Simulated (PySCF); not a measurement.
**Two-component Hartree-Fock for Cd³⁺ (cadmium, charge +3)**

Start: [Kr] 4d8 5p1; 4d3/2 filled at m_j = -1/2, +1/2, +3/2; 4d5/2 filled at m_j = -3/2, -1/2, +1/2, +3/2, +5/2; 5p3/2 filled at m_j = +3/2. Calculated with PySCF 2.14 in x2c-SVPall-2c with one added diffuse shell each of s, p, d type (7s10p7d1f, 79 functions): generalised Hartree-Fock with the X2C-1e Hamiltonian and a Gaussian nucleus; one run each with spin-orbit coupling (SO) switched off, then screened by Boettger's factors. This is a chosen level, not necessarily the ground level.

```
spinor shell  electrons  ε, spin-free (eV)  ε, screened SO (eV)  weight of nominal j (screened SO)  rms radius, screened SO (bohr)
       1s1/2          2           -26885.4             -26883.3                              1.000                          0.0349
       2s1/2          2            -4116.4              -4115.8                              1.000                           0.142
       2p1/2          2            -3692.1              -3825.7                              1.000                           0.124
       2p3/2          4            -3692.1              -3630.5                              1.000                           0.128
       3s1/2          2            -841.20              -841.05                              1.000                           0.381
       3p1/2          2            -698.34              -723.01                              1.000                           0.375
       3p3/2          4            -698.34              -686.91                              1.000                           0.387
       3d3/2          4            -475.06              -479.60                              0.997                           0.362
       4s1/2          2            -171.38              -171.39                              1.000                           0.935
       4p1/2          2            -126.35              -132.24                              0.956                           0.996
       4p3/2          4            -126.35              -123.60                              0.978                            1.02
       4d5/2          5            -61.117              -61.074                              0.626                            1.25
       4d3/2          3            -61.117              -61.438                              0.668                            1.25
       5p3/2          1            -29.495              -29.274                              1.000                            2.91
```

Where does 3d5/2 lie, and what is the 3d spin-orbit splitting (screened SO)?

At -471.89 eV, 7.716 eV above 3d3/2.

| quantity | spin-free | screened SO |
| --- | --- | --- |
| E (hartree) | -5587.30218 | -5588.40561 |
| M_J | 11/2 | 11/2 |
| ⟨J²⟩ | 35.756 | 35.756 |
| ⟨L²⟩ | 20.005 | 20.119 |
| ⟨S²⟩ | 3.751 | 3.734 |

Each row is a mean over spinors that exchange with the open shell spreads, by up to 9.826 eV (4p3/2).

Rows whose weight is well below 1 are mixtures of j = l ± 1/2: exchange outweighs spin-orbit coupling there, and the label is only the starting occupation.

Breit and QED terms are absent; they matter most for the inner s and p1/2 levels.

Densities and radii are taken from the X2C orbitals without a picture-change correction, which distorts them close to the nucleus.

Without spin-orbit coupling the j labels of p, d and f shells carry no meaning; the spin-free column gives the mean over the occupied spinors of each nl shell.
